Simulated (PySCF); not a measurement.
HO₂, SMILES O[O], doublet (CAM-B3LYP/def2-SVP optimised geometry):

```
3

O     -0.516    -0.470     0.000
O      0.789    -0.470     0.000
H     -0.789     0.470     0.000
```

Level of theory: unrestricted CAM-B3LYP/def2-TZVP (PySCF).

What are the frontier orbital energies (α orbitals alone; a β orbital can be the lowest empty one) and the dipole moment?

HOMO-2 -15.33 eV, HOMO-1 -10.31 eV, HOMO -10.17 eV, LUMO 1.27 eV, LUMO+1 4.49 eV; dipole moment 2.33 D.

On the same geometry unrestricted PBE/def2-TZVP run with PySCF gives HOMO-2 -11.84 eV, HOMO-1 -6.59 eV, HOMO -6.45 eV, LUMO -0.45 eV, LUMO+1 1.72 eV; dipole moment 2.33 D.

Meta-Löwdin charges at CAM-B3LYP/def2-TZVP: O1 -0.18, O2 -0.18, H3 0.36.
